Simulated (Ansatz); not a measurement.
```yaml
crystal:
  periodic: [false, false, false]
  atoms:
    - {symbol: Sn, position_ang: [-1.658263, 0.340464, -1.617030]}
    - {symbol: H, position_ang: [-1.017249, -0.515176, -2.957175]}
    - {symbol: H, position_ang: [-3.365846, 0.180738, -1.631750]}
    - {symbol: H, position_ang: [-1.265209, 1.999238, -1.798650]}
    - {symbol: Sn, position_ang: [-0.573964, -0.631257, 0.753275]}
    - {symbol: H, position_ang: [-0.693999, -2.344131, 0.780875]}
    - {symbol: H, position_ang: [-1.483699, -0.030526, 2.080462]}
    - {symbol: Sn, position_ang: [2.086108, 0.122862, 1.054872]}
    - {symbol: H, position_ang: [2.744102, -0.481940, 2.518773]}
    - {symbol: H, position_ang: [3.022039, -0.473066, -0.251809]}
    - {symbol: H, position_ang: [2.205990, 1.832802, 1.068146]}
basis:
  gaussian: {orbitals: def2-TZVP}
total_charge: 1
magnetization: {spin_polarized: false, initial_magnetization: 1}
hamiltonian: {xc: {name: B3LYP5}}
scf: {lower_state_search: full}
```

```sh
$ ansatz run in.yaml --threads 4 --pin off --events-out ev --progress --plain --max-ram 3916MiB
```

Shortened log:

```
Functional definition: B3LYP5
1648 factors; their error is unknown
mean field evaluation 1: about -17613.2244 eV, gradient 1.7e1 eV
mean field evaluation 2: about -17613.8075 eV, gradient 1.1e1 eV
mean field evaluation 4: about -17614.1071 eV, gradient 6.5e-1 eV
mean field evaluation 8: about -17614.2860 eV, gradient 2.4e-1 eV
mean field evaluation 16: about -17614.2861 eV, gradient 4.3e-5 eV
mean field evaluation 32: about -17613.5730 eV, gradient 1.8e-1 eV
mean field evaluation 64: about -17614.2861 eV, gradient 3.8e-3 eV
mean field evaluation 96: about -17613.0553 eV, gradient 1.6e1 eV
mean field evaluation 128: about -17614.2861 eV, gradient 3.6e-2 eV
mean field -17614.28611493 eV, -647.3130753318 hartree, gradient 4.3e-5 eV, S^2 0.750000; 11 other end points of the search recorded, 0 dependent functions left out
reference -17614.28648506 eV, -647.3130889337 hartree; 37, 36 occupied and 161, 162 virtual orbitals, 1648 factors
Total energy: -17614.28648506 eV, -647.3130889337 hartree
```

Hardware: 4 threads of Arm Neoverse V2 on a shared host. Wall time 28 s, peak host memory 1.1 GiB.

In the def2 sets Sn takes a core potential; there is no spin–orbit coupling.

With spin_polarized false and unpaired electrons the run is restricted open-shell.
